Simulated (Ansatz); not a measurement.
```yaml
crystal:
  periodic: [false, false, false]
  atoms:
    - {symbol: F, position_ang: [-1.419317, 2.159490, 0.490417]}
    - {symbol: C, position_ang: [-0.606053, 1.456592, 1.347901]}
    - {symbol: C, position_ang: [0.028116, 0.285412, 0.685878]}
    - {symbol: C, position_ang: [-0.148887, -0.068298, -0.584065]}
    - {symbol: Si, position_ang: [0.677975, -1.545522, -1.341072]}
    - {symbol: H, position_ang: [0.161898, 2.142494, 1.726842]}
    - {symbol: H, position_ang: [-1.213497, 1.129712, 2.201112]}
    - {symbol: H, position_ang: [0.679321, -0.292424, 1.341343]}
    - {symbol: H, position_ang: [-0.811372, 0.549266, -1.187530]}
    - {symbol: H, position_ang: [1.536011, -1.146695, -2.489595]}
    - {symbol: H, position_ang: [1.520090, -2.207093, -0.308447]}
    - {symbol: H, position_ang: [-0.327386, -2.518133, -1.848684]}
basis:
  gaussian: {orbitals: cc-pVTZ, nuclear_model: gaussian}
hamiltonian: {xc: {name: HF}}
correlation: {method: mp2, frozen_orbitals: {F: 9}}
```

```sh
$ ansatz run in.yaml --threads 4 --pin off --events-out ev --progress --plain --max-ram 10444MiB
```

Output, abridged:

```
Functional definition: HF
Error: "frozen_orbitals" has no count for C
```

Question: What is wrong with this run?

Answer: Frozen orbitals are typed for one element alone, and the program wants a count for each. The program refused the input.
